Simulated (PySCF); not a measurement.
# V²⁺: excitation energy

V²⁺ [Ar] 3d3 (4F) → V²⁺ [Ar] 3d2 4s1 (4F), as a difference of total energies. Computed with PySCF 2.14 in x2c-TZVPPall (6s5p4d2f1g, 64 functions), with the spin-free X2C one-electron Hamiltonian (Gaussian nucleus). Correlated levels: valence: [Ar] frozen. The calculations carry no spin-orbit coupling.

```csv
method,excitation energy (cm⁻¹)
UHF,41796
MP2 (valence),43431
SCS-MP2 (valence),42341
CCSD (valence),43639
CCSD(T) (valence),43648
```

A first-order spin-orbit estimate (lowest level to lowest level, LS coupling) adds -0.007 eV.

The basis was made for the ground configuration and has no added diffuse functions, so the excitation energy can come out too high.
